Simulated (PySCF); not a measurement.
Species: C3H8FPSi.
Structure used (GFN2-xTB), in Å, numbered top down from 1:
```
atom  x, y, z in Å
C1    -1.433   -1.387   -0.066
Si2    0.103   -0.297    0.160
P3     1.866   -1.281    1.133
C4     0.259    1.242   -0.944
C5    -0.192    1.558    0.488
F6    -1.475    2.038    0.585
H7    -1.650   -1.932    0.848
H8    -2.294   -0.775   -0.309
H9    -1.291   -2.112   -0.862
H10    2.766   -0.294    0.766
H11    2.169   -2.051    0.022
H12    1.215    1.657   -1.232
H13   -0.497    1.436   -1.693
H14    0.454    2.197    1.083
```

Vertical excitations from PySCF (density fitting, frozen core in the response, grid level 2 and gas phase unless stated; continuum runs use non-equilibrium linear response for the excitations) on a GFN2-xTB geometry. Reference run:

| settings | S1, eV (f) | S2, eV (f) | S3, eV (f) | S4, eV (f) | S5, eV (f) | S6, eV (f) | T1, eV (Tamm–Dancoff) | mean α (au) |
| --- | --- | --- | --- | --- | --- | --- | --- | --- |
| PBE0/def2-SVPD, full TDDFT, 6 singlets | 5.61 (0.001) | 5.79 (0.056) | 5.94 (0.016) | 6.28 (0.006) | 6.37 (0.006) | 6.51 (0.022) | 4.88 | 91.6 |

Task: What do these settings give: (1) PBE0/aug-cc-pVDZ, grid level 3, full TDDFT, 3 singlets; (2) BHandHLYP/def2-SVPD, fitting basis def2-universal-jkfit, TDA, 1 singlet; (3) BLYP/def2-SVPD, grid level 1, full TDDFT, 25 singlets?

Result: 
| settings | S1, eV (f) | S2, eV (f) | S3, eV (f) | S4, eV (f) | S5, eV (f) | S6, eV (f) | T1, eV (Tamm–Dancoff) | mean α (au) |
| --- | --- | --- | --- | --- | --- | --- | --- | --- |
| PBE0/aug-cc-pVDZ, grid level 3, full TDDFT, 3 singlets | 5.31 (0.007) | 5.56 (0.013) | 5.73 (0.045) | – | – | – | – | 94.0 |
| BHandHLYP/def2-SVPD, fitting basis def2-universal-jkfit, TDA, 1 singlet | 6.14 (0.001) | – | – | – | – | – | – | 89.0 |
| BLYP/def2-SVPD, grid level 1, full TDDFT, 25 singlets | 4.88 (0.004) | 5.09 (0.010) | 5.17 (0.018) | 5.61 (0.002) | 5.70 (0.005) | 5.82 (0.016) | 4.56 | 95.4 |

(1) S1 moves by -0.30 eV. (2) S1 moves by +0.53 eV; functional and response scheme change together, so the shift can't be laid on one. (3) S1 moves by -0.73 eV (BLYP has no exact exchange, PBE0 25 % exact exchange). States are counted by energy in each run and needn't keep their character from row to row.

Task: Which orbital pairs make up S1 in each run, and how does it sit against the orbital gap?

Result: 
```json
{"settings": "PBE0/def2-SVPD, full TDDFT, 6 singlets", "S1 configurations (weight)": "H→L 0.58, H→L+1 0.36", "S1 (eV)": "5.61", "orbital gap (eV)": "6.78", "S1 − gap (eV)": "-1.17"}
{"settings": "PBE0/aug-cc-pVDZ, grid level 3, full TDDFT, 3 singlets", "S1 configurations (weight)": "H→L 0.94", "S1 (eV)": "5.31", "orbital gap (eV)": "6.27", "S1 − gap (eV)": "-0.96"}
{"settings": "BHandHLYP/def2-SVPD, fitting basis def2-universal-jkfit, TDA, 1 singlet", "S1 configurations (weight)": "H→L 0.53, H→L+2 0.19", "S1 (eV)": "6.14", "orbital gap (eV)": "8.47", "S1 − gap (eV)": "-2.33"}
{"settings": "BLYP/def2-SVPD, grid level 1, full TDDFT, 25 singlets", "S1 configurations (weight)": "H→L 0.79, H→L+1 0.13", "S1 (eV)": "4.88", "orbital gap (eV)": "4.80", "S1 − gap (eV)": "+0.08"}
```

One conformer stands for the species.
